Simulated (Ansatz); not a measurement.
Input for Ansatz (a first-principles code): R-r2SCAN/def2-TZVPP on CH4SSe (SMILES CS[SeH]), a point of a torsion scan.

Ansatz 0.2 input:
```yaml
crystal:
  periodic: [false, false, false]
  atoms:
    - {symbol: C, position_ang: [-0.89593098, -0.13158348, 0.01901578]}
    - {symbol: S, position_ang: [0.06461487, 1.37403742, -0.33059068]}
    - {symbol: Se, position_ang: [2.09331733, 0.65687496, 0.16558516]}
    - {symbol: H, position_ang: [-0.56353352, -0.94200791, -0.62312322]}
    - {symbol: H, position_ang: [-1.92756202, 0.12133840, -0.20195351]}
    - {symbol: H, position_ang: [-0.79649776, -0.40066190, 1.06666765]}
    - {symbol: H, position_ang: [2.73340963, 1.52962993, -0.79417810]}
basis:
  gaussian:
    orbitals: def2-TZVPP
hamiltonian:
  xc: {name: r2SCAN}
scf: {lower_state_search: off}
```

The log:

```
WARN ansatz: RAYON_NUM_THREADS=1 ignored (pool sized by the plan → 1); use --threads N
Functional definition: r2SCAN
these checks for a lower state are left out or cut short: stability, starts, cluster_reference, orbital_swaps, neighbouring_geometries, increment
integrals: 0.10 GiB planned
1087 factors; their error is unknown
mean field: 0.66 GiB planned
mean field evaluation 1: about -77280.7691 eV, gradient 4.9e1 eV
mean field evaluation 2: about -77274.0837 eV, gradient 6.6e1 eV
mean field evaluation 4: about -77286.3174 eV, gradient 3.9e0 eV
mean field evaluation 8: about -77286.3134 eV, gradient 3.9e-1 eV
mean field evaluation 16: about -77286.3135 eV, gradient 4.6e-5 eV
mean field -77286.31352391 eV, -2840.2196354589 hartree, gradient 4.2e-6 eV, S^2 0.000000; 0 other end points of the search recorded, 0 dependent functions left out
reference -77286.31353384 eV, -2840.2196358239 hartree; 30, 30 occupied and 147, 147 virtual orbitals, 1087 factors
Total energy: -77286.31353384 eV, -2840.2196358239 hartree
Checks for a lower state left out: stability, starts, cluster_reference, orbital_swaps, neighbouring_geometries, increment
```

The calculation finished and met its thresholds.

Cost: very roughly 4 core-seconds.
